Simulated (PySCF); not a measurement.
Electron correlation in As²⁺ (arsenic, charge +2)

[Ar] 3d10 4s2 4p1, 2P determinant. Computed with PySCF 2.14 in def2-QZVPPD, with the non-relativistic Hamiltonian (point nucleus). Frozen: [Ar] 3d10; 3 electrons correlated.

| level | correlation energy (mhartree) |
| --- | --- |
| CCSD | -56.68 |
| (T) | -0.83 |
| CCSD(T) | -57.51 |

Diagnostics: T1 = 0.0093, D1 = 0.0211, largest double amplitude 0.099.

Cost of the coupled-cluster step: about 21 core-seconds, for 3 correlated electrons.

Iterations:

```
CC2 = 0
CCSD nocc = (np.int64(2), np.int64(1)), nmo = (81, 81)
frozen orbitals [[0, 1, 2, 3, 4, 5, 6, 7, 8, 9, 10, 11, 12, 13], [0, 1, 2, 3, 4, 5, 6, 7, 8, 9, 10, 11, 12, 13]]
max_cycle = 100
direct = 0
conv_tol = 1e-08
conv_tol_normt = 1e-06
diis_space = 8
diis_start_cycle = 0
Init t2, MP2 energy = -0.043209422546874
Init E_corr(UCCSD) = -0.0432094225584438
cycle = 1  E_corr(UCCSD) = -0.0517853158832214  dE = -0.00857589332  norm(t1,t2) = 0.0431603
cycle = 2  E_corr(UCCSD) = -0.0547187472237402  dE = -0.00293343134  norm(t1,t2) = 0.0177549
cycle = 3  E_corr(UCCSD) = -0.0566938027493052  dE = -0.00197505553  norm(t1,t2) = 0.00784586
cycle = 4  E_corr(UCCSD) = -0.056676292630405  dE = 1.75101189e-05  norm(t1,t2) = 0.000819742
cycle = 5  E_corr(UCCSD) = -0.0566857160408528  dE = -9.42341045e-06  norm(t1,t2) = 8.3883e-05
cycle = 6  E_corr(UCCSD) = -0.056683232068272  dE = 2.48397258e-06  norm(t1,t2) = 1.18811e-05
cycle = 7  E_corr(UCCSD) = -0.0566840018341853  dE = -7.69765913e-07  norm(t1,t2) = 3.04007e-06
cycle = 8  E_corr(UCCSD) = -0.0566838479091226  dE = 1.53925063e-07  norm(t1,t2) = 6.84082e-07
cycle = 9  E_corr(UCCSD) = -0.0566838548605043  dE = -6.95138175e-09  norm(t1,t2) = 8.89796e-08
UCCSD converged
E(UCCSD) = -2233.288299668074  E_corr = -0.05668385486050435
UCCSD(T) correction = -0.00083286709049558
```
